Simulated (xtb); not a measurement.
xtb input (GFN2-xTB):

```bash
xtb mol.xyz --gfn 2 --ohess tight --chrg 1 --uhf 0
```
mol.xyz:
```
3

Bi     0.06362155    -0.03921461     0.96048829
F      0.76545983     1.30612124    -0.50598375
F     -0.79353287    -1.26277528    -0.49484871
```

End of the output:

```
optimized geometry written to: xtbopt.xyz

           -------------------------------------------------
          | TOTAL ENERGY              -11.351696379172 Eh   |
          | TOTAL ENTHALPY            -11.344235534693 Eh   |
          | TOTAL FREE ENERGY         -11.377294157189 Eh   |
          | GRADIENT NORM               0.000023067115 Eh/α |
          | HOMO-LUMO GAP               2.590628079124 eV   |
           -------------------------------------------------

------------------------------------------------------------------------
------------------------------------------------------------------------
 total:
 SCF:
 ANC optimizer:
 analytical hessian:
```
